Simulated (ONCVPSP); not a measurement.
## What one change does to a pseudopotential (strontium (Sr), ONCV)

strontium, optimised norm-conserving Vanderbilt (ONCV), made with ONCVPSP 4.0.1 (LDA (Perdew-Zunger), scalar-relativistic). Core [Kr], reference 5s2. Waves: 5s: rc 3.70 bohr, ncon 5, nbas 8, qcut 2 1/bohr, 3 projectors, debl 1.9 Ha; p scattering state at 0.16 Ha: rc 4.00 bohr, ncon 4, nbas 7, qcut 1.9 1/bohr, 2 projectors, debl 0.8 Ha; d scattering state at 0.37 Ha: rc 2.85 bohr, ncon 4, nbas 8, qcut 3.3 1/bohr, 2 projectors, debl 2.4 Ha. Local part: polynomial inside 2.25 bohr (lpopt 5, dvloc0 4 Ha). Core correction: none.

In the p channel the program set the typed energies aside and used 0.050, 0.850 Ha. In the d channel the program set the typed energies aside and used 0.050, 2.450 Ha.

Change: functional PBE; p: rc 2.85, qcut 2.7. In the d channel the program set the typed energies aside and used -0.047, 2.353 Ha.

Cutoffs: the cutoffs (Ha) at which the residual kinetic energy of the hardest occupied pseudo-wave falls to 1 and 0.1 mHa per electron; they do not see the model core or the augmentation charge, which bear on the density cutoff. Errors are all-electron minus pseudo energies relative to the spin-unpolarised reference configuration.

Q: What does the change do?

A: The potential gets softer (1.6 Ha and 3.0 Ha → 1.5 Ha and 2.5 Ha); a bound ghost appears in p, which as a rule spoils a file; of the 4 tests that both files solve, the error grows in 2 and shrinks in 2 by more than 15 % and 0.3 meV (median size 25.6 → 15.5 meV).

```tsv
quantity	base	changed
cutoff, loose	1.6 Ha	1.5 Ha
cutoff, tight	3.0 Ha	2.5 Ha
bound ghosts	none	p
GHOST(+) flags under 300 eV	s at 143.8 eV	s at 141.4 eV
error for 5s1, meV [ΔE 6.06 → 5.89 eV]	+33	+5.7
error for 5s1.5, meV [ΔE 2.41 → 2.34 eV]	+5.0	-0.7
error for 5s1 5p1, meV [ΔE 2.39 → 2.30 eV]	+18	+25
error for 4d1 5s1, meV [ΔE 2.34 → 2.32 eV]	+175	+294
s: phases at 3.76 bohr within 0.05 rad from the reference energy up to (Ha; the scan ends near 5)	n/a	n/a
d: phases at 2.89 bohr within 0.05 rad from the reference energy up to (Ha; the scan ends near 5)	1.1	1.1
```

Base: The cutoffs count occupied waves only; projector 2 of the d channel, the hardest unoccupied one, needs 34 Ha at the loose tolerance. Changed file: The cutoffs count occupied waves only; projector 2 of the d channel, the hardest unoccupied one, needs 33 Ha at the loose tolerance. A true bound ghost makes a file unfit for plane-wave use even where its test errors are small: the radial tests pick states by their node count and pass the ghost by.
